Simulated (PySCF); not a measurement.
Magnetisability: `CC1=C(OC=O)COC1`, C6H8O3

Geometry (Å), atoms numbered from 1 in this order:
```xyz
17

C    -0.515    2.150   -0.146
C    -0.596    0.668   -0.091
C     0.382   -0.226    0.050
O     1.713    0.113    0.178
C     2.668   -0.796    0.317
O     2.559   -1.985    0.355
C    -0.167   -1.624    0.049
O    -1.566   -1.454   -0.109
C    -1.893   -0.077   -0.198
H     0.518    2.472   -0.049
H    -0.917    2.513   -1.091
H    -1.104    2.589    0.658
H     3.627   -0.256    0.396
H     0.229   -2.228   -0.778
H     0.039   -2.155    0.988
H    -2.401    0.119   -1.153
H    -2.585    0.189    0.614
```

Computed with GIAO KT3/pcSseg-1 magnetisability, rotational g tensor and spin-rotation constants, non-relativistic, gas phase (PySCF 2.14.0). Geometry: GFN2-xTB.

Problem. How diamagnetic is it, and how anisotropic?

Solution. Isotropic -1094 × 10⁻³⁰ J/T², or -65.9 × 10⁻⁶ cm³/mol; principal values -1207, -1080, -995 × 10⁻³⁰ J/T², anisotropy 185 × 10⁻³⁰ J/T² (root of half the summed squared differences of the principal values). The susceptibility is in cgs units.

Problem. Split it along the inertial axes a, b, c into diamagnetic and paramagnetic parts about the centre of mass, with the quadrupole moment.

Solution. 
| axis | χ (10⁻⁶ cm³/mol) | diamagnetic (10⁻⁶ cm³/mol) | paramagnetic (10⁻⁶ cm³/mol) | summed x² of all electrons (Å²) | quadrupole Θ (D Å) |
| --- | --- | --- | --- | --- | --- |
| a | -64.0 | -543.3 | 479.3 | 220.1 | +1.69 |
| b | -61.0 | -999.4 | 938.4 | 112.6 | -3.25 |
| c | -72.7 | -1411.4 | 1338.7 | 15.5 | +1.56 |

Anisotropies 2χaa − χbb − χcc = +5.8 and 2χbb − χaa − χcc = +14.6 × 10⁻⁶ cm³/mol. Θ is traceless in Buckingham's convention.

Problem. And the rotational g tensor?

Solution. 
```tsv
axis	rotational constant (GHz)	g	nuclear part	electronic part
a	2.7814	-0.0395	0.5869	-0.6263
b	1.3093	-0.0186	0.5586	-0.5772
c	0.9054	-0.0091	0.5603	-0.5694
```
Asymmetric top; isotopes 12C, 1H, 16O; no vibrational averaging.
